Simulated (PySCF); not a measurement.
Record of a relaxation.

Compound: C7H11NO.
SMILES with atom numbers: `[CH2:1]=[CH:2][C:3](=[O:4])[N:5]([CH3:6])[CH:7]1[CH2:8][CH2:9]1` (hydrogens: H10, H11 on C1; H12 on C2; H13, H14, H15 on C6; H16 on C7; H17, H18 on C8; H19, H20 on C9)

Computed by this run: PySCF 2.14.0, PBE0-D3(BJ)/def2-SVP geometry optimisation, gas phase; density fitting, grid level 1; the optimiser is geomeTRIC in internal coordinates, started from a GFN2-xTB structure with every atom displaced at random (about 0.01 Å). 5 of its 17 geometries are shown. The frame can shift and turn from step to step; on so coarse a grid that alone can change the energy by a few meV, and forces under 0.02 eV/Å are noise.

Step 0: E = -10953.7336 eV, largest atomic force 3.683 eV/Å
```
atom  x, y, z in Å  |  force x, y, z in eV/Å
C1      2.475   -1.715   -1.278   -1.970   1.837   0.401
C2      1.342   -0.970   -1.222    1.823  -0.374   0.365
C3      1.311    0.314   -0.479    3.511   0.969   0.543
O4      2.390    0.906   -0.174   -2.651  -1.320  -0.648
N5      0.102    0.810   -0.157   -0.278   1.165   0.726
C6      0.029    2.124    0.481   -0.524  -0.857  -0.230
C7     -1.124    0.164   -0.432   -0.283  -0.328   0.015
C8     -2.143    0.032    0.652   -0.817   0.112  -0.021
C9     -1.437   -1.178    0.175   -0.962   0.131  -1.297
H10     3.342   -1.364   -0.762    0.792   0.260   0.416
H11     2.502   -2.616   -1.823    0.097  -1.314  -0.765
H12     0.450   -1.267   -1.718   -0.853  -0.495  -0.560
H13     0.972    2.613    0.350    0.875   0.389  -0.044
H14    -0.764    2.718    0.016   -0.180   0.070  -0.080
H15    -0.185    2.022    1.551   -0.013   0.066   0.180
H16    -1.515    0.382   -1.425   -0.233  -0.122  -0.315
H17    -1.909    0.400    1.639    0.239   0.173   0.418
H18    -3.206    0.165    0.398    0.281   0.004  -0.081
H19    -1.971   -1.907   -0.448    0.019   0.151   0.074
H20    -0.712   -1.617    0.802    1.128  -0.517   0.905
```

Step 4: E = -10953.9759 eV, largest atomic force 0.429 eV/Å
```
atom  x, y, z in Å  |  force x, y, z in eV/Å
C1      2.531   -1.677   -1.255    0.007  -0.002  -0.035
C2      1.382   -1.005   -1.163   -0.106   0.086  -0.088
C3      1.328    0.244   -0.344    0.045  -0.294   0.309
O4      2.351    0.712    0.126   -0.083   0.282  -0.073
N5      0.094    0.809   -0.116    0.064   0.002  -0.077
C6      0.041    2.101    0.527    0.073   0.020   0.005
C7     -1.148    0.206   -0.484    0.050  -0.047  -0.038
C8     -2.212    0.061    0.568    0.017   0.008   0.022
C9     -1.507   -1.149    0.051   -0.019  -0.040  -0.050
H10     3.413   -1.310   -0.722   -0.012  -0.010   0.016
H11     2.621   -2.581   -1.862   -0.011  -0.004   0.002
H12     0.493   -1.340   -1.700   -0.037  -0.028   0.003
H13     1.035    2.561    0.459    0.008   0.018   0.031
H14    -0.703    2.740    0.027    0.008   0.004  -0.006
H15    -0.228    2.024    1.594    0.002   0.010  -0.007
H16    -1.507    0.451   -1.494   -0.002  -0.012  -0.001
H17    -1.969    0.393    1.580    0.002  -0.002  -0.003
H18    -3.248    0.241    0.270    0.005   0.000  -0.010
H19    -2.041   -1.835   -0.612   -0.009  -0.004   0.001
H20    -0.776   -1.631    0.706   -0.002   0.011  -0.002
```

Step 8: E = -10953.9873 eV, largest atomic force 0.061 eV/Å
```
atom  x, y, z in Å  |  force x, y, z in eV/Å
C1      2.534   -1.669   -1.268    0.007   0.039   0.023
C2      1.384   -1.007   -1.133   -0.046  -0.011  -0.013
C3      1.335    0.241   -0.312    0.039  -0.020  -0.043
O4      2.354    0.754    0.119    0.003  -0.003   0.011
N5      0.098    0.801   -0.095    0.015  -0.032   0.044
C6      0.045    2.104    0.528   -0.015   0.014  -0.004
C7     -1.138    0.196   -0.479    0.003   0.012  -0.011
C8     -2.219    0.055    0.556   -0.005   0.004  -0.006
C9     -1.515   -1.159    0.045    0.013   0.000   0.001
H10     3.429   -1.300   -0.758    0.007  -0.004   0.000
H11     2.610   -2.570   -1.881   -0.003   0.003   0.002
H12     0.480   -1.353   -1.639   -0.011  -0.005   0.001
H13     1.044    2.554    0.477   -0.001  -0.005   0.005
H14    -0.682    2.742    0.003    0.003   0.006  -0.004
H15    -0.249    2.045    1.590   -0.010   0.000  -0.004
H16    -1.482    0.442   -1.494   -0.002   0.000  -0.001
H17    -1.987    0.382    1.573    0.003  -0.002  -0.001
H18    -3.248    0.243    0.243    0.000   0.002   0.001
H19    -2.045   -1.838   -0.628    0.001   0.002  -0.003
H20    -0.799   -1.647    0.710   -0.001  -0.001   0.002
```

Step 12: E = -10953.9919 eV, largest atomic force 0.046 eV/Å
```
atom  x, y, z in Å  |  force x, y, z in eV/Å
C1      2.573   -1.633   -1.275    0.000   0.006   0.016
C2      1.399   -1.030   -1.078   -0.018  -0.015   0.002
C3      1.344    0.223   -0.265    0.017   0.001  -0.034
O4      2.362    0.747    0.151   -0.002   0.002   0.014
N5      0.102    0.771   -0.036    0.011   0.040  -0.019
C6      0.039    2.095    0.540   -0.005  -0.005   0.019
C7     -1.127    0.193   -0.478    0.002  -0.032   0.018
C8     -2.247    0.059    0.514    0.016  -0.006   0.006
C9     -1.545   -1.161    0.015   -0.024   0.002   0.000
H10     3.475   -1.213   -0.822    0.004  -0.004  -0.003
H11     2.659   -2.538   -1.882    0.000   0.003   0.000
H12     0.486   -1.428   -1.524   -0.002   0.004  -0.007
H13     1.060    2.487    0.609    0.000  -0.001   0.004
H14    -0.575    2.757   -0.092    0.009   0.006  -0.003
H15    -0.400    2.083    1.551   -0.008  -0.002  -0.004
H16    -1.428    0.457   -1.502    0.011   0.003   0.001
H17    -2.043    0.367    1.543   -0.009   0.005  -0.001
H18    -3.262    0.270    0.169    0.000  -0.003  -0.004
H19    -2.059   -1.823   -0.686   -0.002  -0.003   0.001
H20    -0.864   -1.668    0.704    0.001   0.000  -0.006
```

Step 16: E = -10953.9955 eV, largest atomic force under 0.02 eV/Å
```
atom  x, y, z in Å  |  force x, y, z in eV/Å
C1      2.582   -1.637   -1.237    0.002   0.001   0.003
C2      1.409   -1.023   -1.067    0.001  -0.002  -0.005
C3      1.348    0.228   -0.253   -0.005  -0.006   0.014
O4      2.363    0.749    0.177   -0.002   0.001  -0.003
N5      0.103    0.772   -0.029    0.005  -0.013  -0.001
C6      0.031    2.089    0.562   -0.002   0.007  -0.009
C7     -1.117    0.195   -0.497    0.003   0.014   0.007
C8     -2.260    0.063    0.469   -0.009   0.003  -0.003
C9     -1.548   -1.159   -0.012    0.010  -0.004  -0.007
H10     3.477   -1.224   -0.763    0.004  -0.004  -0.001
H11     2.674   -2.541   -1.843   -0.001   0.001   0.001
H12     0.503   -1.411   -1.535    0.002   0.003  -0.002
H13     1.054    2.424    0.767    0.000  -0.002   0.002
H14    -0.458    2.799   -0.127   -0.003  -0.001   0.001
H15    -0.539    2.079    1.505   -0.001   0.000   0.002
H16    -1.393    0.457   -1.528   -0.006   0.001   0.000
H17    -2.084    0.373    1.502    0.004  -0.003   0.000
H18    -3.266    0.272    0.098    0.000   0.003   0.000
H19    -2.049   -1.822   -0.723    0.001   0.002  -0.002
H20    -0.882   -1.666    0.690   -0.003   0.001   0.003
```

**Question.** Summarise the path.

**Answer.** The energy falls by 6.04 kcal/mol from step 0 to step 16; nine tenths of that is first reached at step 3. It falls at every step. The largest force goes from 3.683 to under 0.02 eV/Å. Among the bonds C3=O4 changes most, from 1.268 to 1.219 Å; the atoms move by 0.172 Å rms after alignment.

**Question.** Follow the three bonds and two angles with the largest change from start to end.

**Answer.** 
```csv
step,E above end (kcal/mol),largest force (eV/Å),C3=O4 (Å),C1–H11 (Å),C9–H20 (Å),C3–C2–H12 (°),H17–C8–H18 (°)
0,6.04,3.683,1.268,1.054,1.054,117.3,112.3
1,1.75,1.058,1.223,1.098,1.099,119.4,113.9
2,0.74,0.750,1.219,1.093,1.093,119.0,114.2
3,0.45,0.362,1.219,1.092,1.093,119.8,114.3
4,0.45,0.429,1.219,1.092,1.093,119.8,114.4
5,0.32,0.335,1.219,1.093,1.093,119.5,114.4
6,0.27,0.140,1.219,1.092,1.093,120.1,114.5
7,0.20,0.133,1.219,1.092,1.093,119.6,114.5
8,0.19,0.061,1.219,1.092,1.093,119.5,114.5
9,0.18,0.070,1.219,1.092,1.093,119.8,114.5
10,0.16,0.029,1.219,1.092,1.093,119.8,114.6
11,0.11,0.060,1.219,1.092,1.093,119.7,114.6
12,0.08,0.046,1.219,1.093,1.093,119.8,114.6
13,0.05,0.054,1.219,1.093,1.093,119.9,114.6
14,0.02,0.043,1.219,1.092,1.093,119.9,114.6
15,0.00,0.042,1.219,1.092,1.093,119.9,114.5
16,0.00,under 0.02,1.219,1.092,1.093,119.8,114.5
```

The cost below is that of the whole optimisation. Time: 5.1 min; peak memory 0.74 GiB. Hardware: one thread, Arm Neoverse V1 (aarch64), shared host with 32 logical CPUs at a one-minute load of 19.
